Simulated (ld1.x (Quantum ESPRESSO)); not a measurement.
**Hf (Z = 72), TM: configuration errors across variants**

```json
{"Element": "Hf (Z = 72)", "Generator": "ld1.x (Quantum ESPRESSO) 7.5", "Type": "norm-conserving Troullier–Martins (Kleinman–Bylander form)", "Functional": "PBE", "Relativity": "scalar-relativistic", "Frozen core": "[Xe] 4f14", "Valence charge": "4", "Reference configuration": "5d2 6s2 6p0", "Partial waves": "6s (bound): rc 2.25 bohr; 6p (bound, empty): rc 4.20 bohr; 5d (bound): rc 3.05 bohr", "Local potential": "the d channel", "Core correction": "none"}
```

All-electron excitation energies from the reference (eV): (1) 5d2 6s1 6p0 7.976; (2) 5d2 6s0 6p0 22.156; (3) 5d1 6s0 6p0 43.950; (4) 5d1 6s2 6p1 1.962; (5) 5d2.5 6s1.5 6p0 1.255; (6) 5d2 6s0 6p1 12.655; (7) 5d3 6s1 6p0 2.593.

Tests that are not counted but printed errors over 1 eV. “all radii scaled by about 1.39 (s 3.14, p 5.84, d 4.24 bohr)”: 5d2 6s1 6p0 (solver errors, printed error -3.2 eV); 5d1 6s2 6p1 (solver errors, printed error -63.2 eV).

1 further variants failed, have other tests or too few solved ones, and are left out.

A true bound ghost makes a file unfit for plane-wave use even where its test errors are small: the radial tests pick states by their node count and pass the ghost by. Where a test does run into it, the solver fails or the error is huge.

Errors AE − PS in meV (a dash: test not solved or not reliable):

```tsv
change	(1)	(2)	(3)	(4)	(5)	(6)	(7)	bound ghosts
base	+5.7	+142	+303	+65	+7.5	+136	+30	s
wave 6p (bound): rc 4.20 bohr becomes 6p (bound): rc 3.86 bohr	+5.7	+142	+303	+59	+7.5	+122	+30	s
core correction a·sin(br)/r model core inside 2.66 bohr	-4.0	+4.4	-108	+23	+0.8	+84	+6.8	s
wave 5d (bound): rc 3.05 bohr becomes 5d (bound): rc 3.06 bohr	+5.7	+142	+303	+65	+7.5	+136	+30	s
all radii scaled by about 1.39 (s 3.14, p 5.84, d 4.24 bohr)	–	-28	+304	–	+11	+22	+45	s
wave 5d (bound): rc 3.05 bohr becomes 5d (bound): rc 3.28 bohr	+4.0	+128	+296	+54	+9.2	+70	+36	s
wave 6s (bound): rc 2.25 bohr becomes 6s (bound): rc 2.08 bohr	+23	+238	+327	+58	+13	+219	+55	s
wave 6p (bound): rc 4.20 bohr becomes 6p (bound): rc 3.52 bohr	+5.7	+142	+303	+58	+7.5	+120	+30	s
all radii scaled by about 1.22 (s 2.74, p 5.12, d 3.72 bohr)	-4.0	+74	+311	+92	+11	+54	+43	s
```

Question: Give the same row for: wave 6s (bound): rc 2.25 bohr becomes 6s (bound): rc 2.02 bohr.

Answer: +25, +271, +338, +56, +15, +255, +62; bound ghosts: s.
